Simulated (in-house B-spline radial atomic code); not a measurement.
## RPA and G0W0 on CAM-B3LYP: neutral strontium

Configuration [Kr] 5s2, mean-field start CAM-B3LYP. Computed with an all-electron radial atomic-structure program (B-spline basis): all electrons, non-relativistic, point nucleus, each spin shell either full or empty, empty states to l = 9 with an (l + 1/2)⁻⁴ tail; G0W0 by contour deformation at full frequency.

Without relativity these are model numbers: it shifts the levels of so heavy an element strongly and can reorder them.

Command:
```bash
python run_gw.py task.json out
```
Settings (radii: box in bohr, nucleus in fm):
```
Z                        38
electrons                38
configuration            [Kr] 5s2
hamiltonian              nr
method                   camb3lyp
lmax                     9
spin_polarised           False
box_radius               40
intervals                56
ion_configuration        [Kr] 5s1
```

Run time, properties included: 5.3 s on 1 thread of Intel(R) Xeon(R) 6975P-C (shared host).

Energies (hartree):

```
                                     term        value
                         mean-field total  -3133.52979
Hartree-Fock functional on these orbitals  -3131.52451
                      direct second order      -3.0207
                    second-order exchange      0.86671
                         SOSEX correction      0.80059
```

What is the RPA correlation energy, and what remains with SOSEX?

RPA gives -2.6462 hartree (-1.89 eV per electron); RPA + SOSEX gives -1.8456, and the second-order doubles -2.154 hartree (no singles). SOSEX takes back 30 % of the RPA value.

Quasi-particle levels (eV):

| level | occupied | mean field | Σx - vxc | Σc | QP weight | G0W0 |
| --- | --- | --- | --- | --- | --- | --- |
| 5s | yes | -4.753 | 0.05 | ? | ? | ? |

G0W0 = mean field + (Σx - vxc) + Σc, with Σc (partial-wave tail included) taken at the quasi-particle energy. Only the outer levels were computed. Levels of low weight are left out.

Where does G0W0 put 5s?

At -5.731 eV, with Σc = -1.03 eV and a quasi-particle weight of 0.911. The tabulated removal energy is 5.695 eV (NIST, measured); the calculation leaves out relativity, Breit and QED terms, and what these don't explain is the method's own error.

What does it cost to remove one electron (to [Kr] 5s1) by differences of total energies, each species on its own start (correlation terms add to the Hartree-Fock functional)?

CAM-B3LYP 5.600 eV, Hartree-Fock functional 4.649 eV, + RPA 5.669 eV, + RPA + SOSEX 5.426 eV, + second order 5.845 eV. Tabulated: 5.695 eV (NIST, measured); the calculation leaves out relativity, Breit and QED terms, and what these don't explain is the method's own error.
